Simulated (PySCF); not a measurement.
System: C₃H₃F₄, net charge 0, doublet state. It need not be the lowest isomer of its formula. SMILES: F[C](F)CC(F)F
Geometry from a B3LYP-D3(BJ)/def2-TZVP (Ansatz) optimisation:
```xyz
10

F      1.9941     0.8512    -1.1601
C      1.1106     0.5752    -0.2000
F      1.7511     0.2764     0.9381
C      0.0353    -0.3833    -0.5892
C     -1.0751    -0.4585     0.4385
F     -1.7608     0.7207     0.4792
F     -1.9583    -1.4324     0.0659
H      0.4629    -1.3870    -0.7105
H     -0.3918    -0.0741    -1.5430
H     -0.7308    -0.6826     1.4496
```
Charge 0, spin multiplicity 2.

Dispersion corrections to the total energy (kcal/mol) from the dftd3 and dftd4 libraries through PySCF: D3(BJ) without and D4 with the three-body term, each with the damping fitted for the functional named.

```tsv
functional	D3(BJ)	D4
LC-wPBE	-3.45	-4.27
BLYP	-8.12	-8.81
PW6B95	-1.73	-3.35
B3LYP	-6.57	-6.19
r2SCAN	-1.06	[?]
BP86	[?]	-5.00
TPSSh	-4.37	[?]
```

Question: What belongs in the gaps?

Answer: 
- r2SCAN, D4: -1.00
- BP86, D3(BJ): -5.78
- TPSSh, D4: -4.80
